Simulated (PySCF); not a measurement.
H7N4Ta, SMILES [NH]=[Ta]([NH2])([NH2])[NH2], multiplicity 1. Heavy atoms are numbered as in [Ta:1](=[NH:2])([NH2:4])([NH2:7])[NH2:10]. Hydrogens are named by the atom that carries them.

Geometry: B3LYP-D3(BJ)/def2-SVP. The spin state was assumed, not searched. The def2 effective core potentials stand for the cores of Ta; spin–orbit coupling is left out. Other conformers were not sampled.

Level of theory: PySCF with M06-2X/def2-TZVP.

ESP charges are fitted to the potential on shells at 1.4 to 2.0 van der Waals radii. Atomic charges (e), one atom of each kind:

| atom | ESP fit | Löwdin |
|---|---|---|
| Ta1 | 2.31 | 0.69 |
| N2 (NH) | -1.28 | -0.42 |
| H on N2 | 0.50 | 0.14 |
| N4 (NH2) | -1.45 | -0.44 |
| H on N4 | 0.47 | 0.15 |
